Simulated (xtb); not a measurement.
NTi, doublet, from a rough starting geometry (GFN-xTB shapes and energies of metal compounds can be far from the true ones).

The xtb input:
```
$ xtb mol.xyz --gfn 2 --uhf 1 --opt vtight --json

# file mol.xyz
2

Ti     0.08566282    -0.03308556    -0.84834910
N     -0.06477403     0.01496225     0.86023797
```

**Question.** What total energy at the end of the optimisation does GFN2-xTB run with xtb give?

**Answer.** -4.281603 Ha

**Question.** Give the dipole moment at the level GFN2-xTB.

**Answer.** 8.82 D
